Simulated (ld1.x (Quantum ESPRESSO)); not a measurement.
**Ir: from the effect back to the setting (TM)**

Base potential:

```json
{
  "Element": "Ir (Z = 77)",
  "Generator": "ld1.x (Quantum ESPRESSO) 7.5",
  "Type": "norm-conserving Troullier–Martins (Kleinman–Bylander form)",
  "Functional": "PBE",
  "Relativity": "scalar-relativistic",
  "Frozen core": "[Kr] 4d10",
  "Valence charge": "31",
  "Reference configuration": "4f14 5s2 5p6 5d7 6s2 6p0",
  "Partial waves": "5p (bound): rc 1.90 bohr; 5d (bound): rc 2.25 bohr; 4f (bound): rc 1.00 bohr; 5s (bound): rc 1.25 bohr",
  "Local potential": "the s channel",
  "Core correction": "none"
}
```

Occupied shells without a wave of their own: 6s. They enter only through the test configuration that unscreens the potential.

Cutoffs, loose and tight: the cutoffs (Ry, on a coarse ladder) from which the occupation-weighted sum of valence levels, in a spherical-Bessel basis at the reference potential, stays within 10 and 1 mRy of its value at 400 Ry. They do not see the model core or the augmentation charge, which bear on the density cutoff. Test errors are all-electron minus pseudo excitation energies from the reference, over the configurations 4f14 5s2 5p6 5d7 6s1 6p0; 4f14 5s2 5p6 5d7 6s0 6p0; 4f14 5s2 5p6 5d6 6s0 6p0; 4f14 5s2 5p6 5d7 6s0 6p1; 4f13 5s2 5p6 5d8 6s2 6p0; 4f14 5s2 5p6 5d8 6s0 6p0; 4f14 5s2 5p6 5d7 6s1.5 6p0; variants that change the core or the reference have their own tests.

Only the scale of all radii (base = 1) is moved (2 further runs of the sweep failed or gave no value and are left out):

| scale of all radii (base = 1) | bound ghosts | largest test error (meV) | median size of the test errors |
| --- | --- | --- | --- |
| 0.78 | not determined | -808 | 251.5 meV |
| 0.83 | not determined | -675 | 270.1 meV |
| 1.01 | none | -1955 | 1063.0 meV |
| 1.1 | none | -4359 | 2408.3 meV |
| 1.19 | none | -6321 | 3542.4 meV |

Question: One more run gave bound ghosts: none; largest test error (meV): -1057; median size of the test errors: 572.9 meV. Which value of the scale of all radii (base = 1) was used?

Answer: 0.94. The median size of the test errors moves one way along this sweep, from 251.5 meV at 0.78 to 3542.4 meV at 1.19, which places the run between 0.83 and 1.01.
